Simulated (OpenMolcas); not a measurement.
Computed levels of 3d in ions with 19 electrons, in cm-1 above ²D_3/2.

```yaml
Program: OpenMolcas
Method: CASSCF
Basis: ANO-R3
Scalar_Hamiltonian: X2C, finite nucleus
Spin-orbit_coupling: state interaction with AMFI integrals over the reference wave functions, term energies averaged over their components
```

Active space for each ion: 1 electron in 5 orbitals (3d).

```csv
Level,V4+,Mn6+,Fe7+
²D_5/2,621,1299,1795
```

Task: Estimate ²D_5/2 for Cr5+ from its neighbours V4+ and Mn6+.

Result: ²D_5/2 is fine structure, which grows about as the fourth power of a screened charge, so the fourth roots are averaged: ((621^0.25 + 1299^0.25) / 2)^4 = 914. The calculation gives 905, so the estimate is off by +1.0 %; the measured value is 940 (Sugar and Corliss, J. Phys. Chem. Ref. Data 6, 317 (1977)).

With one active electron the reference holds no correlation, so core polarisation is missing. Measured partners are found by configuration, term and J. A level has none where our copy of the source lacks it or the pairing is in doubt (some pairs that miss far off the trend of their configuration count as doubtful), and it then counts in no deviation. Levels of configurations outside the active space are missing.
